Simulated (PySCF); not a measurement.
Run record: geometry optimisation, `[F][Cr][F]` [quintet].

Computed with PBE0-D3(BJ)/def2-SVP geometry optimisation, gas phase (PySCF 2.14.0). Start geometry: GFN2-xTB. A driver script takes a list of jobs; this job's settings line and coordinates (Å) are shown.

Input:
```
{"job": {"xc": "PBE0", "basis": "def2-SVP", "d3": "d3bj", "grid": 1, "maxiter": 40, "kind": "geom"}, "charge": 0, "multiplicity": 5}
Cr    -0.000950    -0.000550    -0.000020
F     -0.015480    -0.019470     1.710100
F      0.016430     0.020010    -1.710070
```

Output:
```
step   0  E = -1243.51125839  max force = 0.060843
step   1  E = -1243.52111110  max force = 0.000434
step   2  E = -1243.52111280  max force = 0.000112
optimisation converged
```

Energies in Eh; «max force» is the largest Cartesian gradient component in Eh/bohr.

Task: Give the first gradient maximum in eV/Å.

Result: With 1 Eh/bohr = 51.422 eV/Å, 3.129 eV/Å.

Task: How much energy does the optimisation release, in kcal/mol?

Result: E(step 0) − E(last step) = 0.009854 Eh, which is 6.2 kcal/mol.

Main results: final energy -1243.52111 Eh after 2 steps; dipole 0.01 D.

Task: Where do the atoms end?

Result: 0.075 Å rms from the input after alignment:
```
atom  x, y, z in Å
Cr1   -0.0006   -0.0004    0.0000
F2    -0.0079   -0.0100    1.8024
F3     0.0086    0.0104   -1.8024
```

The run took 7.8 s of wall time on x86-64 server, one thread, shared host.
Labels such as C1 count atoms from 1, the log's own numbers from 0.

For an open-shell metal species like this, the optimisation's SCF solution wasn't tested for stability and no frequencies at its level were run, so a lower state or another shape may exist.
